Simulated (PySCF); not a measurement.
Excitation energy of Mg by level of theory

Mg [Ne] 3s2 (1S) → Mg [Ne] 3s1 3d1 (3D), as a difference of total energies. Computed with PySCF 2.14 in dyall-av2z (14s10p4d, 64 functions), with the non-relativistic Hamiltonian (point nucleus). Correlated levels: valence: [Ne] frozen; virtual orbitals above 40 to 60 times the deepest correlated orbital energy dropped. The calculations carry no spin-orbit coupling.

| method | excitation energy (eV) |
| --- | --- |
| UHF | 5.884 |
| MP2 (valence) | 6.468 |
| SCS-MP2 (valence) | 6.613 |
| CCSD (valence) | 6.727 |

Task: How much does correlation contribute at MP2 (valence)?

Result: 6.468 − (5.884) = 0.584 eV, measured against UHF.

Errors of the correlated levels include the incompleteness of this basis and the frozen core.

The promoted electron is Rydberg-like, and one or two diffuse shells describe it only roughly, which tends to raise the upper state.

With two correlated electrons CCSD is exact in that space.

For comparison: 5.946 eV (measured; NIST levels, between the centres of gravity of the two terms).
